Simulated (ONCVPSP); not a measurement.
## What the settings do to the ONCV potential of cerium (Ce)

Base potential:

```
Element                 : Ce (Z = 58)
Generator               : ONCVPSP 4.0.1
Type                    : optimised norm-conserving Vanderbilt (ONCV)
Functional              : PBE
Relativity              : fully relativistic
Frozen core             : [Kr] 4d10
Valence charge          : 12
Reference configuration : 5s2 5p6 5d2 6s2
Partial waves           : 5s+6s: rc 2.45 bohr, ncon 3, nbas 6, qcut 6.2 1/bohr, 2 projectors; 5p: rc 2.75 bohr, ncon 4, nbas 8, qcut 5.2 1/bohr, 3 projectors, debl 3.3 Ha; 5d: rc 2.45 bohr, ncon 5, nbas 9, qcut 3.8 1/bohr, 3 projectors, debl 3.7 Ha; f scattering state at 0.02 Ha: rc 2.50 bohr, ncon 3, nbas 8, qcut 4.2 1/bohr, 2 projectors, debl 4 Ha
Local potential         : polynomial inside 2.10 bohr (lpopt 3, dvloc0 1 Ha)
Core correction         : Teter function fitted to the true core (icmod 2), fcfact 0.55
```

Open shells are filled in proportion to 2j + 1.

In the f channel the program set the typed energies aside and used -0.413, 3.587 Ha (j = l + 1/2; the other j can differ).

Cutoffs, loose and tight: the cutoffs (Ha) at which the residual kinetic energy of the hardest occupied pseudo-wave falls to 1 and 0.1 mHa per electron. They do not see the model core or the augmentation charge, which bear on the density cutoff. Test errors are all-electron minus pseudo excitation energies from the reference, over the configurations 4f1 5s2 5p6 5d1 6s2; 4f1 5s2 5p6 5d1 6s1; 4f1 5s2 5p6 5d1 6s0; 5s2 5p6 5d0 6s0. A dash means not determined; rows that change the core or the reference have their own tests.

For the base: The cutoffs count occupied waves only; projector 1 of the f channel, the hardest unoccupied one, needs 76 Ha at the loose tolerance.

A true bound ghost makes a file unfit for plane-wave use even where its test errors are small: the radial tests pick states by their node count and pass the ghost by.

| change | outcome | cutoff, loose | cutoff, tight | bound ghosts | GHOST(+) flags above zero | largest test error (meV) |
| --- | --- | --- | --- | --- | --- | --- |
| base | generated, projector energies reset by the program | 10 Ha | 12 Ha | none | f7/2, f5/2 | +2136 |
| s: qcut 5.5 | generated, projector energies reset by the program | 9.9 Ha | 12 Ha | none | f7/2, f5/2 | +2136 |
| core correction Teter function fitted to the true core (icmod 2), fcfact 0.5 | generated, projector energies reset by the program | 10 Ha | 12 Ha | none | f7/2, f5/2 | +2136 |
| p: rc 4.08 | generated, projector energies reset by the program | 10 Ha | 12 Ha | none | f7/2, f5/2 | +2139 |
| d: nproj 0; local potential the d channel | generated, projector energies reset by the program, misses its reference levels by 0.16 eV | 10 Ha | 12 Ha | none | f7/2, f5/2 | +2139 |
| d: ncon 4, nbas 8 | generated, projector energies reset by the program | 10 Ha | 12 Ha | none | f7/2, f5/2 | +2136 |
| scalar-relativistic | generated, projector energies reset by the program | 10 Ha | 12 Ha | none | f | +2093 |
| f: rc 1.7; local potential polynomial inside 1.70 bohr (lpopt 3, dvloc0 1 Ha) | generated, projector energies reset by the program | 10 Ha | 12 Ha | none | s | +1491 |

What comes out with this change to the base: s: qcut 5.7; p: qcut 4.8; d: qcut 3.5; f: qcut 3.8?

outcome: generated, projector energies reset by the program; cutoff, loose: 10 Ha; cutoff, tight: 15 Ha; bound ghosts: f7/2, f5/2; GHOST(+) flags above zero: f7/2, f5/2; largest test error (meV): +2239.
